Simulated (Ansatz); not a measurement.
One change: `C=C[Se]C=N` becomes `C=C[Se][SiH2]C`.

Ansatz, PBE0-D4/def2-TZVP geometries, multiplicity 1. Each molecule was computed in one conformer, which needn't be the lowest.

Scalar relativity is left out up to krypton.

```json
{"property": "LUMO energy (B3LYP/def2-TZVPP) / eV", "`C=C[Se]C=N`": "-0.71"}
{"property": "HOMO–LUMO gap (PBE/def2-TZVPP) / eV", "`C=C[Se]C=N`": "3.93"}
{"property": "size of the dipole moment (PBE/def2-TZVPP) / D", "`C=C[Se]C=N`": "2.46"}
{"property": "LUMO energy (ωB97M-V/def2-TZVPP) / eV", "`C=C[Se]C=N`": "1.74"}
{"property": "HOMO energy (B3LYP/def2-TZVPP) / eV", "`C=C[Se]C=N`": "-6.23"}
{"property": "HOMO–LUMO gap (ωB97M-V/def2-TZVPP) / eV", "`C=C[Se]C=N`": "10.19"}
```

(1) What does the change do to each property? (An estimate is asked.)

Answers

(1) Computed: 
| property | `C=C[Se][SiH2]C` | shift |
| --- | --- | --- |
| LUMO energy (B3LYP/def2-TZVPP) / eV | -0.30 | 0.41 |
| HOMO–LUMO gap (PBE/def2-TZVPP) / eV | 4.32 | 0.39 |
| size of the dipole moment (PBE/def2-TZVPP) / D | 0.93 | -1.53 |
| LUMO energy (ωB97M-V/def2-TZVPP) / eV | 1.64 | -0.10 |
| HOMO energy (B3LYP/def2-TZVPP) / eV | -6.12 | 0.11 |
| HOMO–LUMO gap (ωB97M-V/def2-TZVPP) / eV | 10.06 | -0.13 |

With PBE0 the HOMO rises by 0.09 eV and the LUMO rises by 0.39 eV, so the gap widens by about 0.30 eV. PBE moves the HOMO by 0.14 eV and ωB97M-V by 0.04 eV. Dipoles are sizes alone; their direction can turn.

B3LYP here is the variant with VWN-RPA as its local correlation; programs differ in this.

Spin–orbit coupling is left out; it splits and shifts lone-pair levels of the heavy atoms by tenths of an eV.
